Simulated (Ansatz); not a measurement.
Harmonic frequencies (cm⁻¹) at PBE0-D4/def2-TZVP from Ansatz: 58, 132, 378, 510, 621, 723, 1157, 1426, 1437, 3055, 3151, 3182.

(1) Which molecule is it?
A. `C[B]I`•
B. `[F][Sb][SiH3]`•
C. `[CH3][Ga][Cl]`•
D. `OB(O)[Te]`•

## Answers

(1) C.
